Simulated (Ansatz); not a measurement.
Geometry optimisation, Ansatz 0.2.0, RKS PBE-D4/6-31G*.

Input:

```yaml
crystal:
  periodic: [false, false, false]
  atoms:
    - { symbol: B, position_ang: [-0.119459, 0.601726, -0.198882] }
    - { symbol: H, position_ang: [0.129631, -0.442199, 1.949829] }
    - { symbol: C, position_ang: [1.267406, 0.026303, -0.723044] }
    - { symbol: H, position_ang: [1.284594, -1.077181, -0.778113] }
    - { symbol: H, position_ang: [1.473131, 0.400378, -1.744011] }
    - { symbol: H, position_ang: [2.123977, 0.329378, -0.094999] }
    - { symbol: O, position_ang: [-1.32812, -0.013222, -0.432682] }
    - { symbol: H, position_ang: [-1.194585, -0.852836, -0.908504] }
    - { symbol: O, position_ang: [-0.225839, 1.822013, 0.470046] }
    - { symbol: H, position_ang: [0.656533, 2.225113, 0.565311] }
    - { symbol: H, position_ang: [0.07853, 0.264327, 2.020749] }
basis:
  gaussian: { orbitals: "6-31G*" }
hamiltonian:
  xc: pbe
  dispersion: d4
relax:
  f_tol: 0.03
  max_steps: 50
output:
  orbitals: {}
```

Run as:

```bash
$ ansatz run input.yaml --threads 1 --pin off --max-ram 2048MiB --backend cpu --events-out ev --progress --plain --runs-dir out
```

Q: Where does it end, and by what steps?

A: The forces met the threshold. The force dipped under the threshold on the way, but the program's further checks kept it going. After 15 steps the energy has fallen by 0.230 eV; H2 moved furthest, 1.46 Å.

```tsv
step	energy less start (eV)	largest force component (eV/Å)	accepted
0	0.0000	1.694	yes
1	-0.1304	0.198	yes
2	-0.1753	0.201	yes
3	-0.1964	0.137	yes
4	-0.2029	0.067	yes
5	-0.2112	0.097	yes
6	-0.1965	0.774	no
7	-0.2155	0.044	yes
8	-0.2184	0.143	yes
9	-0.2210	0.252	yes
10	-0.2246	0.152	yes
11	-0.2262	0.134	yes
12	-0.2288	0.072	yes
13	-0.2295	0.012	yes
14	-0.2298	0.024	yes
15	-0.2299	0.028	yes
```

```xyz
11
Properties=species:S:1:pos:R:3
B -0.189 0.554 -0.454
H 0.523 -0.008 3.284
C 1.234 0.002 -0.917
H 1.227 -1.092 -1.073
H 1.529 0.453 -1.883
H 2.046 0.220 -0.202
O -1.375 0.110 -0.998
H -1.205 -0.584 -1.661
O -0.343 1.535 0.506
H 0.527 1.817 0.842
H 0.173 0.277 2.682
```

Time of the run: 65 s on 1 thread of Arm Neoverse N1, on a shared host, peak memory 0.12 GiB.
